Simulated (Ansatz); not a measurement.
`O[SiH2]C(O)O` + `[OH][GeH2][O][SiH3]` → `O[SiH2][O][GeH2][OH]` + `OC(O)[SiH3]`  (redistribution)

Computed with Ansatz on PBE0-D4/def2-TZVP structures; ΔE is electronic, products minus reactants. CCSD(T)/CBS adds triple-zeta CCSD(T) − MP2 to the extrapolated MP2 energy (def2 sets, frozen cores). For Ge outer-core shells are correlated without core-valence functions, which leaves a few kJ/mol of doubt a bond. Scalar relativity is left out up to krypton. One conformer a species, not always the lowest.

```
               species  MP2/CBS(def2) energy (Eh)
        `O[SiH2]C(O)O`                 -556.22929
 `[OH][GeH2][O][SiH3]`                -2519.16978
`O[SiH2][O][GeH2][OH]`                -2594.40470
         `OC(O)[SiH3]`                 -481.00047
```

Work out ΔE.

ΔE = (-2594.40470) + (-481.00047) − (-556.22929) − (-2519.16978) = -0.00610 Eh = -3.8 kcal/mol. CCSD(T)/CBS gives -4.0 kcal/mol.

Largest T1 diagnostic among the species: 0.012.
